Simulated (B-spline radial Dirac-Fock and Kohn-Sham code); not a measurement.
Radiative decay of the 1s hole in Sn²⁺

System: the Sn²⁺ ion, configuration 1s2 2s2 2p6 3s2 3p6 3d10 4s2 4p6 4d10 5s2, inside a Watson sphere of charge -2 and radius 3 Å (a model of the Madelung potential; inside it an electron's potential energy is raised by 9.6 eV).

Input file task.json (cfg lists n, l and occupation; rrms is the nuclear radius in fm):

```json
{"items": [{
  "Z": 50,
  "q": 2,
  "cfg": [[1, 0, 2], [2, 0, 2], [2, 1, 6], [3, 0, 2], [3, 1, 6], [3, 2, 10], [4, 0, 2], [4, 1, 6], [4, 2, 10], [5, 0, 2]],
  "A": 120,
  "rrms": 4.6519,
  "watson": [-2, 3.0],
  "do": ["binding", "quiet", "decay"],
  "holes": ["K", "L1", "L2", "L3", "M1", "M2", "M3", "M4", "M5", "N1", "N2", "N3", "N4", "N5"]
}]}
```

Launch: `python xray_run.py task.json out`

Method: independent-particle rates on relativistic LDA orbitals of the hole state (multipoles up to L = 3, Coulomb Auger matrix elements, transition energies from Dirac-Fock). Computed with an atomic code on a B-spline grid.

```tsv
line	multipole	energy (eV)	width (meV)	share (%)
Kα2	E1	25042.1	2070	28.9
Kα1	E1	25269.7	3870	54.1
Kβ3	E1	28439.8	344	4.82
Kβ1	E1	28482.4	670	9.38
Kβ5''	E2	28706.1	2.85	0.0399
Kβ5'	E2	28714.5	3.95	0.0553
Kβ2''	E1	29097.8	63.7	0.893
Kβ2'	E1	29105.3	124	1.73
```

The listed lines hold 100.0 % of the radiative rate. The radiative width is 7.14 eV in the length form and 7.31 eV in the velocity form; the two differ because the transition energies are not eigenvalue differences of the potential that gave the orbitals. Kα2/Kα1 is 0.534 and Kβ/Kα is 0.204.
